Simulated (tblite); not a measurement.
C8H12, charge -1, doublet, geometry from GFN2-xTB (a state made from the parent by changing its charge; the spin is typed, not shown lowest); GFN1-xTB (tblite).

Here is a job for tblite.
```
$ tblite run mol.xyz --method gfn1 --charge -1 --spin 1 --json tblite.json --no-restart

# file mol.xyz
20

C     -0.69087412    -1.74553618    -0.18585767
C      0.68862544    -1.74702532    -0.18012278
C      1.52375294    -0.58781095    -0.54879789
C      1.52040289     0.58452485     0.56145313
C      0.69087412     1.74553618     0.18585767
C     -0.68862544     1.74702532     0.18012278
C     -1.52375294     0.58781095     0.54879789
C     -1.52040289    -0.58452485    -0.56145313
H     -1.20491430    -2.57513596     0.29530008
H      1.19685513    -2.57772862     0.30528478
H      1.17729101    -0.12804771    -1.47804495
H      2.56346734    -0.90412835    -0.69801976
H      2.55952115     0.89859820     0.71931718
H      1.16523511     0.12551900     1.48778336
H      1.20491430     2.57513596    -0.29530008
H     -1.19685513     2.57772862    -0.30528478
H     -1.17729101     0.12804771     1.47804495
H     -2.56346734     0.90412835     0.69801976
H     -1.16523511    -0.12551900    -1.48778336
H     -2.55952115    -0.89859820    -0.71931718
```

Question: Predict the main parts of the log of this tblite run.

Answer: 
```
xTB calculator
 | screened Coulomb repulsion
 | Coulomb electrostatics
 |  * isotropic Klopman-Ohno-Mataga-Nishimoto electrostatics
 |  * onsite third-order electrostatics
 | DFT-D3(BJ) dispersion correction

halogen bonding energy    0.0000000000000E+00 Eh
repulsion energy          3.4889546486198E-01 Eh
dispersion energy        -9.6162603168539E-03 Eh
number of electrons       4.5000000000000E+01 e
integral cutoff           1.9731147476801E+01 bohr

------------------------------------------------------------
  cycle        total energy    energy error   density error
------------------------------------------------------------
      1     -23.48818840894  -2.3827468E+01   6.4395487E-01
      2     -23.49853097958  -1.0342571E-02   3.8630846E-01
      3     -23.49854583402  -1.4854439E-05   7.9554832E-03
      4     -23.49868776154  -1.4192752E-04   1.0160921E-03
      5     -23.49869002027  -2.2587317E-06   1.5518858E-04
      6     -23.49869005421  -3.3937457E-08   2.6737177E-05
      7     -23.49869005527  -1.0684644E-09   2.5611537E-06
------------------------------------------------------------

electronic energy        -2.3837969259820E+01 Eh
total energy             -2.3498690055275E+01 Eh

Post processing:
 | Mayer-Wiberg bond orders

[Info] JSON dump of results written to 'tblite.json'
```
